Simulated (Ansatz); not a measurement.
C$_{4}$H$_{13}$FGeSi (SMILES [CH3][Ge]([CH3])([CH3])[CH2][SiH2]F), singlet, at a GFN2-xTB geometry, atoms displaced at random by about 0.08 Å a coordinate; PBE0/STO-3G, gradient (Ansatz, an electronic-structure program).

The Ansatz input:
Ansatz 0.2 input:
```yaml
crystal:
  periodic: [false, false, false]
  atoms:
    - {symbol: Si, position_ang: [2.36169251, -0.22806819, -0.26193349]}
    - {symbol: F, position_ang: [2.07412231, -0.63828046, 1.17047337]}
    - {symbol: C, position_ang: [0.98206882, 1.03571800, -0.68197872]}
    - {symbol: Ge, position_ang: [-0.87554147, 0.08041985, -0.05058427]}
    - {symbol: C, position_ang: [-2.37498880, 1.32849424, -0.82241465]}
    - {symbol: C, position_ang: [-1.02830005, -1.68834765, -0.80422086]}
    - {symbol: C, position_ang: [-0.88488259, 0.20523187, 1.79703107]}
    - {symbol: H, position_ang: [3.55474134, 0.58321179, -0.18986338]}
    - {symbol: H, position_ang: [2.60456519, -1.26911477, -0.96650375]}
    - {symbol: H, position_ang: [1.11762861, 1.82832123, -0.13019256]}
    - {symbol: H, position_ang: [1.00586203, 1.15486187, -1.61832993]}
    - {symbol: H, position_ang: [-2.12246940, 1.22160544, -1.97608409]}
    - {symbol: H, position_ang: [-3.25070502, 0.97010898, -0.64608674]}
    - {symbol: H, position_ang: [-2.12583488, 2.32537604, -0.38347265]}
    - {symbol: H, position_ang: [-0.25949564, -2.35298236, -0.48834156]}
    - {symbol: H, position_ang: [-0.77875417, -1.76632335, -2.01310965]}
    - {symbol: H, position_ang: [-1.98278917, -2.05333786, -0.56792121]}
    - {symbol: H, position_ang: [-0.23085861, -0.44192329, 2.36035768]}
    - {symbol: H, position_ang: [-1.04248080, 1.08425171, 2.40538634]}
    - {symbol: H, position_ang: [-1.95664919, -0.44250355, 2.29555849]}
basis:
  gaussian:
    orbitals: STO-3G
hamiltonian:
  xc: pbe0
output: {forces: true}
```

It wrote (shortened):

```
Functional definition: PBE0
816 factors; integrals over basis functions are off by at most 4.1e-5 eV
mean field evaluation 1: about -70617.9899 eV, gradient 2.8e1 eV
mean field evaluation 2: about -70618.8619 eV, gradient 2.3e1 eV
mean field evaluation 4: about -70620.6191 eV, gradient 9.1e-1 eV
mean field evaluation 8: about -70620.5447 eV, gradient 3.2e-2 eV
mean field -70620.54472230 eV, -2595.2571502200 hartree, gradient 2.4e-5 eV, S^2 0.000000; 0 other end points of the search recorded, 0 dependent functions left out
the calculation of the forces begins
reference -70620.54474648 eV, -2595.2571511086 hartree; 46, 46 occupied and 19, 19 virtual orbitals, 816 factors
Total energy: -70620.54474648 eV, -2595.2571511086 hartree
Atom 0 at     2.361693    -0.228068    -0.261933 Å, force    -0.217462     8.085161    -0.913900 eV/Å
Atom 1 at     2.074122    -0.638280     1.170473 Å, force    -1.204934    -2.186205     5.880756 eV/Å
Atom 2 at     0.982069     1.035718    -0.681979 Å, force    -2.942761   -10.240391     5.926185 eV/Å
Atom 3 at    -0.875541     0.080420    -0.050584 Å, force     1.033650     2.955572    -1.700572 eV/Å
Atom 4 at    -2.374989     1.328494    -0.822415 Å, force    11.039670     0.575141    -3.005134 eV/Å
Atom 5 at    -1.028300    -1.688348    -0.804221 Å, force     2.729756     2.432157    -4.285748 eV/Å
Atom 6 at    -0.884883     0.205232     1.797031 Å, force    -5.903865    -4.460625     2.584338 eV/Å
Atom 7 at     3.554741     0.583212    -0.189863 Å, force     0.460445    -0.088864    -0.386280 eV/Å
Atom 8 at     2.604565    -1.269115    -0.966504 Å, force     0.710050    -4.741130    -3.874239 eV/Å
Atom 9 at     1.117629     1.828321    -0.130193 Å, force     0.852185     5.486425     3.344043 eV/Å
Atom 10 at     1.005862     1.154862    -1.618330 Å, force    -0.296761     1.884132    -9.009473 eV/Å
Atom 11 at    -2.122469     1.221605    -1.976084 Å, force    -1.044770     1.072897     2.878675 eV/Å
Atom 12 at    -3.250705     0.970109    -0.646087 Å, force    -7.264566    -2.451778     1.629314 eV/Å
Atom 13 at    -2.125835     2.325376    -0.383473 Å, force    -0.827419    -0.699305    -0.869343 eV/Å
Atom 14 at    -0.259496    -2.352982    -0.488342 Å, force     0.666024    -0.949287     1.370578 eV/Å
Atom 15 at    -0.778754    -1.766323    -2.013110 Å, force    -1.656792     0.858338     3.753295 eV/Å
Atom 16 at    -1.982789    -2.053338    -0.567921 Å, force    -1.816143    -1.238791     0.032132 eV/Å
Atom 17 at    -0.230859    -0.441923     2.360358 Å, force     1.571289     0.018161    -0.171741 eV/Å
Atom 18 at    -1.042481     1.084252     2.405386 Å, force     0.572521     1.238429    -0.592623 eV/Å
Atom 19 at    -1.956649    -0.442504     2.295558 Å, force     3.539883     2.449961    -2.590261 eV/Å
Dipole moment:    -0.069377    -0.150689    -0.138214 e Å
```
